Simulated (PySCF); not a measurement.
## Where the electron goes

Species: methyltrichlorosilane, CH3Cl3Si.
Geometry (PBE0-D3(BJ)/def2-SVP, Å), atoms numbered from 1 in this order:
```
atom  x, y, z in Å
C1    -0.9978   -0.3168    0.0912
Si2    0.7534    0.2430   -0.0798
Cl3    1.6709   -0.7253   -1.6387
Cl4    0.8481    2.2629   -0.4367
Cl5    1.8084   -0.1503    1.6358
H6    -1.0352   -1.4127    0.1814
H7    -1.4500    0.1302    0.9889
H8    -1.5798   -0.0122   -0.7912
```

The calculation used TDDFT CAM-B3LYP/def2-SVPD, vertical, gas phase, core orbitals frozen in the response (PySCF 2.14.0, density-fitted response routines).

Kohn–Sham orbitals with the atoms that hold most of them (Löwdin shares over 4%, at most four atoms; ? is withheld):

```json
{"orbital": "LUMO+2", "ε (eV)": "1.54", "atoms": "Cl4 36%, Cl5 22%, Si2 19%, Cl3 13%"}
{"orbital": "LUMO+1", "ε (eV)": "1.29", "atoms": "Si2 20%, Cl3 16%, Cl5 16%, Cl4 16%"}
{"orbital": "LUMO", "ε (eV)": "0.53", "atoms": "Si2 26%, Cl4 20%, Cl3 20%, Cl5 20%"}
{"orbital": "HOMO", "ε (eV)": "?", "atoms": "?"}
{"orbital": "HOMO-1", "ε (eV)": "-10.84", "atoms": "?"}
{"orbital": "HOMO-2", "ε (eV)": "-10.93", "atoms": "Cl4 52%, Cl5 26%, Cl3 15%"}
{"orbital": "HOMO-3", "ε (eV)": "-10.94", "atoms": "Cl3 46%, Cl5 36%, Cl4 11%"}
```

(1) Give the leading atoms of the HOMO.

(2) Which atoms hold the HOMO-1, and with what shares?

(3) What is the HOMO energy, and the HOMO–LUMO gap?

Answers

(1) Cl4 (bonded to Si) 34%; Cl5 (bonded to Si) 33%; Cl3 (bonded to Si) 33%.

(2) C1 (bonded to Si and 3 H) 22%; Cl3 (bonded to Si) 20%; Cl5 (bonded to Si) 20%; Cl4 (bonded to Si) 19%. By element: chlorine 60%, carbon 22%.

(3) ε(HOMO) = -10.61 eV; the gap is 11.14 eV (0.4094 hartree).

Within 0.005 eV of a neighbour in this list lie HOMO-3/HOMO-2.

Q: The HOMO–LUMO gap is 11.14 eV. Where does the response calculation put the lowest singlet, and from which orbitals?

A: S1 is at 7.79 eV (f = 0.0000), 3.35 eV below the gap, made of HOMO→LUMO (70%), HOMO→LUMO+1 (21%). Without the coupling terms of the response equations the lowest excitation would equal the gap.

Next come S2 at 8.10 eV (f 0.034), HOMO-3/HOMO-2→LUMO (≥64%), HOMO-3/HOMO-2→LUMO+1 (≥16%); S3 at 8.11 eV (f 0.035), HOMO-3/HOMO-2→LUMO (≥64%), HOMO-3/HOMO-2→LUMO+1 (≥16%); S4 at 8.19 eV (f 0.102), HOMO-1→LUMO (68%), HOMO-1→LUMO+1 (20%); S5 at 8.59 eV (f 0.058), HOMO-5→LUMO (40%), HOMO→LUMO+2 (29%), HOMO-5→LUMO+1 (11%).

Orbitals of the list HOMO-3 to LUMO+2 that lie within 0.01 eV of each other are written together with a slash and their weights summed (≥ marks a lower bound); for degenerate orbitals outside that list single weights are arbitrary.
